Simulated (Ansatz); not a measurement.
Isomers of La2O3⁻ (doublet), relaxed with PBE0-D4/def2-SVPD; total energies from Ansatz at ωB97X-V/def2-TZVPD.

```
isomer                                               description  energy (Eh)
     A                          point group D3h; 6 × La–O 2.22 Å   -289.04021
     B   point group Cs; 4 × La–O 2.05 to 2.32 Å; 1 × O–O 1.46 Å   -288.86623
     C                   point group Cs; 5 × La–O 2.02 to 2.36 Å   -289.03016
     D  point group C2v; 6 × La–O 2.17 to 2.38 Å; 1 × O–O 1.46 Å   -288.90764
```

In the def2 sets La takes a core potential; there is no spin–orbit coupling.

The isomers come from a short search, and lower ones may exist.

Work out the relative energies (1 Eh = 2625.5 kJ/mol) and the Boltzmann populations at 500 K from electronic energies alone (R = 8.314 J/mol/K).

ΔE: A 0.0, B 456.8, C 26.4, D 348.1 kJ/mol. RT = 4.16 kJ/mol. Factors exp(−ΔE/RT): A 1, B 2.05e-48, C 0.00175, D 4.56e-37; sum 1.002. Populations: A 99.8 %, B 0.0 %, C 0.2 %, D 0.0 %. Zero-point energy, vibrational entropy and symmetry numbers are left out and can shift these; an error of 4 kJ/mol changes a ratio by a factor of 2.6. Over the other density-functional and correlated levels in def2 sets, the gap between A and C ranges from 30 to 53 kJ/mol.
